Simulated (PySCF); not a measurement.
PySCF input for F₃OSi, SMILES F[Si](F)([O])F, multiplicity 2, PBE-D3(BJ)/def2-SVP. The structure is a stationary point at PBE-D3(BJ)/def2-SVP. The isomer is the one that the SMILES or the coordinates give; other isomers of the formula were not compared.

```python
import numpy as np
from pyscf import gto, scf, dft, df
from pyscf.hessian import thermo

mol = gto.M(
    atom='''
    O    -1.08442852   -1.31042039    0.00000003
    Si   -0.00422695   -0.03149229    0.00000000
    F    -0.93331551    1.28303113   -0.00000003
    F     0.95191362   -0.03461252   -1.29249984
    F     0.95191361   -0.03461247    1.29249984
    ''',
    basis='def2-SVP',
    charge=0,
    spin=1,
    max_memory=1600,
    verbose=3,
)
mf = dft.UKS(mol, xc='pbe').density_fit(auxbasis='def2-universal-jkfit')
mf.disp = 'd3bj'
mf.grids.level = 3
mf.conv_tol = 1e-11
mf.max_cycle = 100
mf.kernel()
fine, coarse = mf.grids, dft.Grids(mol).set(level=1).build(with_non0tab=True)
for _ in range(3):  # follow internal instabilities
    mf.grids = coarse
    mo, _, stable, _ = mf.stability(return_status=True, nroots=4)
    mf.grids = fine
    if stable:
        break
    mf.kernel(mf.make_rdm1(mo, mf.mo_occ))

# [left out here: the lines that compute and print the analytic Hessian (its translational invariance restored by hand, since the grid's response is missing), thermochemistry and intensities]
```

Output:

```

WARN: HOMO -0.39262268993061 >= LUMO -0.39262268993061

converged SCF energy = -663.483915360355  <S^2> = 0.75184272  2S+1 = 2.0018419
<class 'pyscf.df.df_jk.DFUKS'> wavefunction is stable in the internal stability analysis

WARN: DFTD3 does not support analytical Hessian, using finite difference


WARN: Mole.unit (angstrom) is changed to Bohr

Mode                                 0                   1                   2
Irrep
Freq [cm^-1]                      118.0357            219.2900            317.6396
Reduced mass [au]                  17.9375             17.7974             20.0755
Force const [Dyne/A]                0.1472              0.5042              1.1934
Char temp [K]                     169.8270            315.5095            457.0127
Normal mode                   x     y     z       x     y     z       x     y     z
       0   O                -0.00 -0.00  0.14    0.11 -0.11  0.00   -0.06  0.04  0.00
       1  Si                -0.00  0.00 -0.01   -0.02  0.02  0.00    0.06 -0.06  0.00
       2   F                -0.00  0.00 -0.10    0.09  0.09 -0.00    0.06 -0.07 -0.00
       3   F                 0.01  0.11 -0.00   -0.07 -0.01 -0.04   -0.05  0.06 -0.09
       4   F                -0.01 -0.11 -0.00   -0.07 -0.01  0.04   -0.05  0.06  0.09
Mode                                 3                   4                   5
Irrep
Freq [cm^-1]                      335.0644            352.7624            732.5240
Reduced mass [au]                  19.9087             19.8285             17.9031
Force const [Dyne/A]                1.3169              1.4538              5.6601
Char temp [K]                     482.0831            507.5465           1053.9389
Normal mode                   x     y     z       x     y     z       x     y     z
       0   O                 0.00  0.00 -0.10   -0.07 -0.08 -0.00    0.09  0.11 -0.00
       1  Si                 0.00  0.00  0.09   -0.06 -0.07  0.00   -0.00 -0.01  0.00
       2   F                -0.00 -0.00 -0.11    0.09  0.02 -0.00    0.06 -0.08  0.00
       3   F                -0.10  0.02  0.03    0.03  0.08  0.07   -0.07  0.00  0.09
       4   F                 0.10 -0.02  0.03    0.03  0.08 -0.07   -0.07  0.00 -0.09
Mode                                 6                   7                   8
Irrep
Freq [cm^-1]                      916.3573            974.3577            988.6867
Reduced mass [au]                  21.1201             22.6071             22.4285
Force const [Dyne/A]               10.4490             12.6454             12.9172
Char temp [K]                    1318.4342           1401.8839           1422.5001
Normal mode                   x     y     z       x     y     z       x     y     z
       0   O                 0.09  0.10  0.00   -0.00 -0.00 -0.00    0.04  0.04  0.00
       1  Si                -0.03 -0.12 -0.00    0.00 -0.00  0.13   -0.13  0.03  0.00
       2   F                -0.06  0.10 -0.00   -0.00  0.00 -0.00    0.06 -0.08 -0.00
       3   F                 0.02  0.00 -0.02    0.07  0.00 -0.09    0.05 -0.00 -0.06
       4   F                 0.02  0.00  0.02   -0.07 -0.00 -0.09    0.05 -0.00  0.06
temperature 298.1500 [K]
pressure 101325.00 [Pa]
Rotational constants [GHz] 4.13781 3.93009 3.78825
Symmetry number 1
Zero-point energy (ZPE) 0.01129 [Eh]   29635.794 [J/mol]
                           tot       elec      trans        rot        vib
Entropy [J/mol/K]       320.484      5.763    166.314    109.031     39.376
Cv [J/mol/K]             69.307      0.000     12.472     12.472     44.364
Cp [J/mol/K]             77.622      0.000     20.786     12.472     44.364
Internal energy [J/mol]                      3718.434   3718.434  36453.862
Internal energy [Eh]   -663.46720  -663.48392
Enthalpy [J/mol]                             6197.391   3718.434  36453.862
Enthalpy [Eh]          -663.46625
Gibbs free energy [J/mol]                  -43389.114 -28789.261  24713.901
Gibbs free energy [Eh] -663.50265
mode   freq/cm-1   IR/(km/mol)
   1      118.04         0.046
   2      219.29         3.427
   3      317.64        34.952
   4      335.06        33.426
   5      352.76        45.066
   6      732.52         0.766
   7      916.36        80.919
   8      974.36       164.452
   9      988.69       168.426
max |gradient| / (hartree/bohr): 0.0002157398307400076
APT charges: [-0.3072  1.8843 -0.5168 -0.5302 -0.5302]
```

Self-consistency was reached.
